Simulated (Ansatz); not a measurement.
Reaction (ligand exchange at a B–C bond): `CBOC(C)=O` + HCl → `CC(=O)OBCl` + CH₄

Isolated molecules relaxed with PBE0-D4/def2-TZVP in Ansatz; ΔE leaves out vibrations. CCSD(T)/CBS adds triple-zeta CCSD(T) − MP2 to the extrapolated MP2 energy (def2 sets, frozen cores). This one scheme is used for every species. DFT in def2-TZVPP. B3LYP here is the variant with VWN-RPA as its local correlation; programs differ in this. Each species was taken in one conformer, which may not be the lowest.

`CBOC(C)=O`:

Z-matrix (Å, degrees):
```
C
B 1 1.553
H 1 1.095 2 110.5
H 1 1.097 2 109.0 3 114.9
H 1 1.091 2 114.1 3 -123.5
O 2 1.376 1 118.3 3 124.8
H 2 1.196 1 123.2 3 -53.4
C 6 1.369 2 122.6 1 171.2
C 8 1.494 6 111.1 2 153.0
O 8 1.193 6 122.8 2 -29.0
H 9 1.092 8 109.7 6 -60.6
H 9 1.087 8 110.0 6 178.0
H 9 1.092 8 109.5 6 56.6
```

HCl:

Cartesian coordinates in Å:
```
Cl 0.081 0.604 0.193
H -0.081 -0.604 -0.193
```

`CC(=O)OBCl`:

Cartesian coordinates in Å:
```
C 1.495 -0.728 0.168
C 0.030 -0.618 -0.082
O -0.753 -1.513 -0.140
O -0.330 0.698 -0.286
B -1.608 1.134 -0.114
Cl -1.950 2.774 -0.600
H 1.765 -0.137 1.046
H 2.040 -0.307 -0.679
H 1.769 -1.770 0.314
H -2.458 0.467 0.374
```

CH₄:

Cartesian coordinates in Å:
```
C 0.000 0.000 0.000
H -0.943 -0.458 0.298
H 0.062 0.028 -1.088
H 0.830 -0.585 0.396
H 0.051 1.015 0.393
```

Problem. Is it downhill or uphill in electronic energy at CCSD(T)/CBS, and by how much? (Estimate.)

Solution. The calculation gave: Downhill: ΔE = -86.5 kJ/mol.

Problem. What do these levels give: LDA (SPW92), PBE0, B3LYP, CCSD/def2-SVP, SCS-MP2/def2-TZVPP, HF/def2-QZVPP? (An estimate is asked.)

Solution. Ansatz gave: LDA (SPW92) -84.3, PBE0 -87.8, B3LYP -89.6, CCSD/def2-SVP -96.5, SCS-MP2/def2-TZVPP -90.6, HF/def2-QZVPP -89.6 kJ/mol.

Largest T1 diagnostic among the species: 0.014.

Leaving LDA and LC-ωPBE aside and taking each functional with its dispersion term where it has one, the values, not all of them listed here, spread over 4.6 kJ/mol, from r2SCAN-D4 to CAM-B3LYP-D4. LDA lies +4.8 kJ/mol from PBE without D4. At CCSD(T), def2-SVP lies −11.3 kJ/mol from the extrapolated value and def2-TZVPP −0.7 kJ/mol.
